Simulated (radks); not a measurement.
All-electron atom: Cd IV in [Ar] 3d10 4s2 4p5.5 4d9 5p0.5 (fractional occupations, a model configuration). Method: Dirac Kohn-Sham, PBE, spin-unpolarised, spherical densities, finite nucleus; open shells fill j = l - 1/2 first; Fermi nuclear charge, rms radius 4.6087 fm; computed with a radial shooting solver on a logarithmic mesh with Libxc functionals.

X-ray form factor f0, the Fourier transform of the density (f0(0) = 45):

sin(theta)/lambda (1/angstrom),f0 (electrons)
0.05,44.487
0.1,43.051
0.15,40.945
0.2,38.456
0.25,35.823
0.3,33.224
0.4,28.550
0.5,24.860
0.6,22.107
0.8,18.397
1,15.674
1.25,12.660
1.5,10.100
2,6.884
